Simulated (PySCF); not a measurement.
ScCl3, SMILES [Cl][Sc]([Cl])[Cl].

Coordinates come from a ωB97X-D3(BJ)/def2-SVP optimisation. The isomer is the one that the SMILES or the coordinates give; other isomers of the formula were not compared.

The numbers are results of ωB97X-D3(BJ)/def2-SVP (PySCF), not measurements.

Frequencies are harmonic and unscaled.

Modes within 1.5 cm⁻¹ of each other (mostly degenerate sets) share a row, with their intensities summed.

```json
[
 {"mode": "1", "ν (cm⁻¹)": "70", "IR (km/mol)": "56.6", "Raman (Å⁴/amu)": "0.0", "depolarisation": "–", "moving atoms (share of kinetic energy)": "Sc 70 %, Cl 30 %"},
 {"mode": "2–3", "ν (cm⁻¹)": "96", "IR (km/mol)": "6.7", "Raman (Å⁴/amu)": "5.3", "depolarisation": "0.75", "moving atoms (share of kinetic energy)": "Cl 87 %, Sc 13 %"},
 {"mode": "4", "ν (cm⁻¹)": "365", "IR (km/mol)": "0.0", "Raman (Å⁴/amu)": "10.3", "depolarisation": "0.10", "moving atoms (share of kinetic energy)": "Cl 100 %"},
 {"mode": "5–6", "ν (cm⁻¹)": "501", "IR (km/mol)": "383.5", "Raman (Å⁴/amu)": "0.1", "depolarisation": "0.75", "moving atoms (share of kinetic energy)": "Sc 57 %, Cl 43 %"}
]
```
